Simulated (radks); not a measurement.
The numbers below are computed, except where a source is named.
How relativity changes the ionisation of the promethium ion Pm+ ([Xe] 4f5 6s1) to Pm2+ ([Xe] 4f5). Spin-unpolarised spherical Kohn-Sham, PBEsol, point nucleus unless stated (finite: rms radius 4.962 fm), a radial shooting solver on a logarithmic mesh with Libxc functionals. A level marked "c x" has the speed of light scaled by that factor and shares open shells by 2j + 1; other Dirac levels either fill j = l - 1/2 first or share by 2j + 1.

level                               E(Pm+) (hartree)  E(Pm2+) (hartree)  IE (eV)   HOMO  <r> HOMO (bohr)
non-rel.                                  -9654.2321         -9653.8557   10.242     6s            4.164
scalar-rel.                              -10016.7532        -10016.3548   10.841     4f            1.051
scalar-rel., finite nucleus              -10016.1630        -10015.7646   10.840     4f            1.051
Dirac, 2j+1 shares                       -10023.3077        -10022.9093   10.841  4f7/2            1.060
Dirac, low j first                       -10023.3571        -10022.9590   10.831  4f5/2            1.047
Dirac, 2j+1 shares, finite nucleus       -10022.7144        -10022.3161   10.840  4f7/2            1.060
Dirac, c x 1.5                            -9809.0502         -9808.6650   10.480  6s1/2            4.075
Dirac, c x 2                              -9739.6799         -9739.2987   10.371  6s1/2            4.115
Dirac, c x 10                             -9657.5735         -9657.1969   10.247  6s1/2            4.162

NIST Atomic Spectra Database: 10.94 eV (semi-empirical). The relativistic part of the total energy of Pm+ is -368.5 hartree (Dirac, 2j+1 shares, finite nucleus), 3.8 % of the non-relativistic value. Spin polarisation and multiplet splitting of open shells are left out at every level.

Beside tabulated values, note that relativity, absent from the non-relativistic runs, is large for the heavy elements, and spin-unpolarised runs miss the spin-polarisation part of the exchange energy of open shells.
